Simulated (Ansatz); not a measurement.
**A geometry optimisation of Cl2H2Si2 with B3LYP-D3(BJ)/def2-SVP**

The starting geometry of this gas-phase singlet was optimised with GFN2-xTB.

```yaml
atoms:
  - { symbol: Cl, position_ang: [-2.7990, 2.0972, -1.5563] }
  - { symbol: Cl, position_ang: [1.6375, -0.6967, -0.3593] }
  - { symbol: Si, position_ang: [-0.8417, 1.7757, -1.0765] }
  - { symbol: Si, position_ang: [-0.3152, -0.3775, -0.8650] }
  - { symbol: H, position_ang: [-0.6818, 2.6612, 0.0896] }
  - { symbol: H, position_ang: [-0.4434, -1.2104, -2.0720] }
```

Predict what becomes of its bonds when it is optimised with B3LYP-D3(BJ)/def2-SVP.

It keeps its bonds.

The energy falls by 0.11 eV over 7 steps:

```tsv
step	E − E(last) (eV)
1	0.109
2	0.035
3	0.031
4	0.002
5	0.001
6	0.000
7	0.000
```

Final geometry (Å):

```yaml
atoms:
  - { symbol: Cl, position_ang: [-2.8474, 2.0817, -1.6310] }
  - { symbol: Cl, position_ang: [1.6998, -0.6621, -0.3162] }
  - { symbol: Si, position_ang: [-0.8601, 1.7875, -1.0686] }
  - { symbol: Si, position_ang: [-0.2885, -0.3722, -0.8777] }
  - { symbol: H, position_ang: [-0.6105, 2.6265, 0.1435] }
  - { symbol: H, position_ang: [-0.5370, -1.2118, -2.0895] }
```

The end wasn't checked by frequencies. Run with Ansatz 0.2.0, 7.2 s on 2 threads of Intel(R) Xeon(R) 6975P-C (Granite Rapids), on a shared host.
